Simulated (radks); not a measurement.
Values are calculated unless marked as measured or tabulated.
Spherical quantum dot in the effective-mass picture: electrons in a parabolic well V = omega^2 r^2 / 2 with omega = 0.0671, all in effective atomic units (hartree* = m*/eps^2 hartree, bohr* = eps/m* bohr), one dielectric constant everywhere. Level of theory: non-relativistic Kohn-Sham, LDA (Slater exchange, Perdew-Wang correlation), spin-polarised, spherical densities (a radial shooting solver with Libxc functionals). Levels are named by radial order and angular momentum (1s, 1p, 1d, 2s, ...), and open shells are averaged over m.

N = 10, configuration 1s2 1p6 1d(up 2, down 0). This is the lowest configuration that the search found (a dilute case). Occupied and some empty levels:

level,occupation,eigenvalue (hartree*),<r> (bohr*)
1s up,1,1.0483,8.625
1s down,1,1.0530,8.430
1p up,3,1.0655,9.735
1p down,3,1.0712,9.682
1d up,2,1.0896,10.55
1d down,0,1.0955,10.56
2s up,0,1.1100,8.173
2s down,0,1.1125,8.255
1f up,0,1.1190,11.23
1f down,0,1.1250,11.28
2p up,0,1.1443,9.506
2p down,0,1.1474,9.508

Energy (hartree*): total 6.30486, kinetic 0.34716, external 2.2502, Hartree 4.6754, exchange-correlation -0.96791.

Electron density:

r (bohr*),n(r) (e/bohr*^3)
0.400,0.0004804
1.41,0.0005324
2.41,0.0006389
3.42,0.0007912
4.42,0.0009745
5.42,0.001166
6.43,0.001336
7.43,0.001443
8.44,0.001446
9.44,0.001320
10.4,0.001074
11.4,0.0007643
12.5,0.0004649
13.5,0.0002412
14.5,0.0001047
15.5,0.00003862
16.5,0.00001191
17.5,3.148e-06
18.5,7.000e-07
19.5,1.347e-07
